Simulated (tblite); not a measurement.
Compound: C4H13FN2Si2.
SMILES with atom numbers: `[CH3:1][C@:2]1([CH2:3][CH2:4][F:5])[NH:6][SiH2:7][NH:8][SiH2:9]1` (hydrogens: H10, H11, H12 on C1; H13, H14 on C3; H15, H16 on C4; H17 on N6; H18, H19 on Si7; H20 on N8; H21, H22 on Si9)

The geometry is computed with GFN2-xTB (gas phase).

**Question.** List the bond lengths, angles and torsions at this level.

**Answer.** 
| bond | length (Å) |
| --- | --- |
| C1–C2 | 1.530 |
| C2–C3 | 1.534 |
| C3–C4 | 1.519 |
| C4–F5 | 1.377 |
| C2–N6 | 1.458 |
| N6–Si7 | 1.711 |
| Si7–N8 | 1.735 |
| N8–Si9 | 1.723 |
| C2–Si9 | 1.924 |
| C1–H10, C1–H11, C1–H12 | 1.089 |
| C3–H13 | 1.095 |
| C3–H14 | 1.091 |
| C4–H15 | 1.096 |
| C4–H16 | 1.094 |
| N6–H17 | 1.010 |
| Si7–H18 | 1.472 |
| Si7–H19 | 1.465 |
| N8–H20 | 1.003 |
| Si9–H21 | 1.463 |
| Si9–H22 | 1.464 |

Bonds in one row agree within 0.01 Å and their mean is given. A selection of angles:
| angle | degrees |
| --- | --- |
| C2–C1–H10 | 109.0 |
| C2–C1–H11 | 111.4 |
| H10–C1–H11 | 108.1 |
| H11–C1–H12 | 108.9 |
| C1–C2–C3 | 110.7 |
| C1–C2–N6 | 109.7 |
| C1–C2–Si9 | 111.2 |
| C3–C2–N6 | 107.1 |
| C3–C2–Si9 | 112.6 |
| N6–C2–Si9 | 105.2 |
| C2–C3–C4 | 114.4 |
| C2–C3–H13 | 109.9 |
| C2–C3–H14 | 108.1 |
| C4–C3–H13 | 107.1 |
| C4–C3–H14 | 109.3 |
| H13–C3–H14 | 107.8 |
| C3–C4–F5 | 111.4 |
| C3–C4–H15 | 111.1 |
| C3–C4–H16 | 112.0 |
| F5–C4–H15 | 106.3 |
| F5–C4–H16 | 106.3 |
| H15–C4–H16 | 109.5 |
| C2–N6–Si7 | 119.7 |
| C2–N6–H17 | 112.9 |
| Si7–N6–H17 | 120.5 |
| N6–Si7–N8 | 96.4 |
| N6–Si7–H18 | 117.5 |
| N6–Si7–H19 | 109.0 |
| N8–Si7–H18 | 108.2 |
| N8–Si7–H19 | 113.5 |
| H18–Si7–H19 | 111.5 |
| Si7–N8–Si9 | 116.6 |
| Si7–N8–H20 | 120.8 |
| Si9–N8–H20 | 121.8 |
| N8–Si9–H21 | 111.4 |
| N8–Si9–H22 | 111.8 |
| C2–Si9–N8 | 95.7 |
| C2–Si9–H21 | 111.4 |
| C2–Si9–H22 | 112.4 |
| H21–Si9–H22 | 112.9 |

Torsions: C1–C2–C3–C4 59° (synclinal); C2–C3–C4–F5 55° (synclinal); C1–C2–N6–Si7 -92° (anticlinal); C2–N6–Si7–N8 -18° (synperiplanar); N6–Si7–N8–Si9 -1° (synperiplanar); Si7–N8–Si9–C2 13° (synperiplanar); C1–C2–Si9–N8 96° (anticlinal).

Of the pairs four or more bonds apart, F5···Si9 is among the closest relative to their van der Waals radii: 2.89 Å, 81 % of the sum of Bondi's values. The 5-membered ring C2–N6–Si7–N8–Si9 has internal angles of 95.7° to 119.7°; it is puckered, 0.12 Å rms from its mean plane, widest ring torsion 27°. Si7 (SiH2 silicon) has angles from 96.4° to 117.5°. N6 (silicon-bound nitrogen) has angles 120.5°, 119.7° and 112.9°, sum 353.2°, 0.20 Å off the plane of its three neighbours. N8 (nitrogen bridging silicon atoms) is almost planar (angles 121.8°, 120.8° and 116.6°, sum 359.3°, 0.07 Å off the plane of its three neighbours). The N–Si distances run from 1.711 Å (N6–Si7, drawn single) to 1.735 Å (Si7–N8, drawn single), a spread of 0.024 Å. Si9 (SiH2 silicon) has angles from 95.7° to 112.9°.

Point group: C1 (no symmetry element, even within 0.4 Å). Its GFN2-xTB frequencies are all real (lowest 49 cm⁻¹). One conformer, not necessarily the lowest. 3 starts were optimised and ended at 0.00, 0.44 and 0.88 kcal/mol (GFN2-xTB); the lowest of these is shown.
